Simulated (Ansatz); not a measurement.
`[AlH2][O][SiH2][AlH2]` + `[OH][AlH2]` → `[AlH2][O][AlH2]` + `[AlH2][O][SiH3]`  (cleavage of the Al–Si bond)

Calculated with Ansatz (gas phase, PBE0-D4/def2-TZVP geometries, no zero-point term in ΔE). CCSD(T)/CBS adds triple-zeta CCSD(T) − MP2 to the extrapolated MP2 energy (def2 sets, frozen cores). This one scheme is used for every species. Functionals use def2-TZVPP. HSE06 is defined as in plane-wave codes. Each species was taken in one conformer, which may not be the lowest.

```
         level  ΔE (kJ/mol)
   LDA (SPW92)       -152.6
    r2SCAN0-D4       -174.6
      HSE06-D4       -156.2
        revPBE       -149.0
         HSE06       -157.3
MP2/def2-TZVPP       -188.4
MP2/def2-QZVPP       -188.1
 MP2/CBS(def2)       -186.5
```

Problem. What does CCSD(T)/CBS give? (Best estimate.)

Solution. Ansatz gave: -175.7 kJ/mol. The listed levels differ from it by 23.1, 1.1, 19.5, 26.7, 18.4, -12.7, -12.4, -10.8 kJ/mol.

Largest T1 diagnostic among the species: 0.013.

From PBE to PBE0 (25 % exact exchange), in def2-TZVPP and without D4, ΔE moves by −7.5 kJ/mol. In def2-TZVPP, CCSD(T) changes the Hartree–Fock value by +18.7 kJ/mol (the triples alone add +2.3 kJ/mol) and MP2 by +7.8 kJ/mol.
